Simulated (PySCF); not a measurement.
PySCF input file for Si(AsH2)(F)(OH)2 (AsFH4O2Si), SMILES O[Si](O)(F)[AsH2], PBE/pcSseg-1. The structure is a stationary point at ωB97X-D3(BJ)/def2-SVP. The values are those of a single conformer.

```python
import numpy as np
from pyscf import gto, scf, dft
from pyscf.prop.nmr import rks as nmr

mol = gto.M(
    atom='''
    O    -0.94207665   -1.05669841    1.56303313
    Si   -0.81404107   -0.20670685    0.16177590
    O    -1.83179745    1.09145112    0.27639379
    F    -1.31505950   -1.10764732   -1.09903361
    As    1.38798104    0.37772434   -0.28954997
    H    -1.82677961   -1.13255262    1.93919187
    H    -2.04558124    1.56904815   -0.53169913
    H     1.63644209    0.73730139    1.16363491
    H     1.85564785   -1.05400037   -0.10495396
    ''',
    basis='pcSseg-1',
    charge=0,
    spin=0,
    max_memory=1600,
    verbose=3,
)
mf = dft.RKS(mol, xc='pbe')
mf.grids.level = 3
mf.conv_tol = 1e-10
mf.max_cycle = 100
mf.kernel()
n = nmr.NMR(mf)
n.verbose = 2
n.max_cycle_cphf = 60
sigma = n.kernel()
print('atom   isotropic/ppm   span/ppm')
for i, s in enumerate(sigma):
    w = np.linalg.eigvalsh((s + s.T) / 2)
    print(f'{mol.atom_symbol(i):2s}{i + 1:3d} {w.mean():14.3f} {w[2] - w[0]:11.3f}')
```

Program output:

```
converged SCF energy = -2777.24154919399
atom   isotropic/ppm   span/ppm
O   1        254.594     101.957
Si  2        351.861      75.477
O   3        247.911      88.630
F   4        258.732     155.889
As  5       1937.028     220.992
H   6         28.701      21.615
H   7         29.102      19.041
H   8         29.384      19.251
H   9         29.266      19.078
```

The run converged.
